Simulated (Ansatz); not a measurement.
Two members of one family (Ge nanocrystals, cubic, H-capped), computed with Ansatz in the gas phase. Binding counts from free atoms in the multiplicity of their measured ground term, without zero-point energy. Sets without diffuse functions give affinities that are too small. A dash marks a value that wasn't run or was left out as unsound. The structures are stationary points that may keep the symmetry of their start. Remarks come from the PBE and PBE0 runs and from stability tests at other levels; not every state was tested. A HOMO above zero means that the electron is unbound at that level and held by the basis, or that self-interaction error raises the level; the energy of removing that electron tells which. HOMO above LUMO (over both spins in singlets and doublets, within one spin in higher multiplets; at PBE or PBE0), or a gap under 0.15 eV within one spin, warns that the state may not be the lowest or that an electron is smeared out.

First: Ge19H28, rod (singlet, charge 0, PBE-D4/def2-SVP geometry).

```xyz
47

Ge    0.911    3.510    1.637
Ge    2.313    0.933   -3.099
Ge    1.522    0.113    3.672
Ge    2.926   -2.484   -1.056
Ge   -1.413    2.594    4.750
Ge   -2.935    2.470    1.059
Ge   -2.326   -0.922    3.099
Ge   -0.002    0.000   -0.001
Ge   -1.511   -0.104   -3.683
Ge   -0.901   -3.516   -1.631
Ge    1.416   -2.593   -4.749
Ge    0.859    2.462    3.847
Ge    2.273   -0.132   -0.897
Ge   -0.662    2.351    0.166
Ge    0.761   -0.240   -4.581
Ge   -0.052   -1.054    2.208
Ge    1.367   -3.648   -2.540
Ge   -2.981    1.429    3.273
Ge   -1.566   -1.168   -1.482
H     2.346    3.418    1.039
H     0.533    5.017    1.756
H     3.752    0.894   -3.696
H     1.889    2.425   -2.959
H     2.959    0.009    3.078
H     1.536   -0.541    5.085
H     4.377   -2.608   -1.610
H     2.894   -3.129    0.361
H    -1.835    4.086    4.895
H    -1.452    1.948    6.168
H    -3.402    3.953    1.160
H    -3.910    1.723    0.101
H    -2.398   -1.595    4.503
H    -3.302   -1.678    2.151
H    -1.944    1.387   -3.550
H    -2.507   -0.810   -4.652
H    -0.943   -4.159   -0.213
H    -1.886   -4.303   -2.546
H     2.850   -2.700   -5.350
H     0.441   -3.340   -5.708
H     1.839    3.210    4.803
H     3.230    0.623    0.078
H    -0.617    2.979   -1.262
H     0.802    0.409   -5.999
H     0.372   -2.547    2.051
H     1.792   -5.144   -2.673
H    -4.421    1.528    3.868
H    -2.997   -1.057   -0.871
```

```csv
level,HOMO (eV),LUMO (eV),gap (eV),vertical IE (eV),vertical EA (eV),vertical triplet (eV),binding per atom (eV)
PBE-D4/def2-SVP,-6.11,-1.74,4.37,–,–,–,2.88
PBE-D4/def2-TZVP,-6.15,-1.85,4.30,7.69,0.59,4.18,2.88
r2SCAN-D4/def2-TZVP,-6.39,-1.70,4.69,–,–,–,2.92
PBE0-D4/def2-SVP,-7.06,-1.06,6.00,–,–,–,2.88
PBE0-D4/def2-TZVP,-7.05,-1.15,5.90,8.07,0.33,4.69,2.88
```

Remarks: gap within one spin near zero at PBE or PBE0 (+1 doublet), HOMO above zero (-1 doublet), gap within one spin near zero at PBE or PBE0 (triplet).

Second: Ge20H28 (singlet, charge 0, PBE-D4/def2-SVP geometry).

Cartesian coordinates in Å:
```
Ge -2.150 -2.114 3.391
Ge 4.150 -1.649 1.091
Ge 2.520 -0.692 -3.015
Ge -3.825 -0.955 -0.132
Ge -1.434 -0.346 -3.271
Ge 0.167 -1.336 0.225
Ge 0.243 1.175 3.279
Ge 2.480 1.910 0.090
Ge -1.496 2.284 -0.260
Ge 0.920 2.906 -3.430
Ge 1.900 -2.522 1.492
Ge -2.014 -2.203 0.947
Ge -1.751 0.142 4.248
Ge 0.391 -1.589 -2.201
Ge 4.268 0.782 1.325
Ge 2.717 1.652 -2.334
Ge -3.610 -1.215 -2.558
Ge -3.702 1.435 0.380
Ge -1.242 2.028 -2.687
Ge 0.307 1.037 0.832
H -3.548 -2.614 3.864
H -1.079 -3.075 3.985
H 5.147 -2.314 2.088
H 4.591 -2.043 -0.346
H 2.534 -0.768 -4.573
H 3.719 -1.531 -2.485
H -5.203 -1.521 0.340
H -1.291 -0.483 -4.822
H 1.502 0.434 3.823
H 0.351 2.664 3.727
H 2.533 3.438 0.417
H -1.367 3.795 0.115
H 1.037 2.761 -4.978
H 1.031 4.419 -3.080
H 1.845 -4.043 1.162
H 1.566 -2.361 3.005
H -2.123 -3.696 0.495
H -1.603 0.087 5.798
H -2.983 1.033 3.926
H 0.265 -3.103 -2.566
H 5.656 1.288 0.830
H 4.143 1.150 2.833
H 4.103 2.212 -2.787
H -3.740 -2.717 -2.951
H -4.748 -0.430 -3.280
H -4.790 2.186 -0.448
H -3.986 1.699 1.889
H -2.401 2.803 -3.396
```

Task: What does the change do? Estimate second minus first.

Result: 
```csv
level,Δ HOMO (eV),Δ LUMO (eV),Δ gap (eV),Δ vertical IE (eV),Δ vertical EA (eV),Δ vertical triplet (eV),Δ binding per atom (eV)
PBE-D4/def2-SVP,0.20,-0.17,-0.37,–,–,–,0.03
PBE-D4/def2-TZVP,0.19,-0.16,-0.35,-0.26,0.14,-0.32,0.03
r2SCAN-D4/def2-TZVP,0.21,-0.17,-0.37,–,–,–,0.02
PBE0-D4/def2-SVP,0.22,-0.18,-0.41,–,–,–,0.03
PBE0-D4/def2-TZVP,0.22,-0.15,-0.37,-0.22,0.14,-0.23,0.03
```

Remarks: gap within one spin near zero at PBE or PBE0 (+1 doublet), HOMO above zero (-1 doublet), gap within one spin near zero at PBE or PBE0 (triplet).
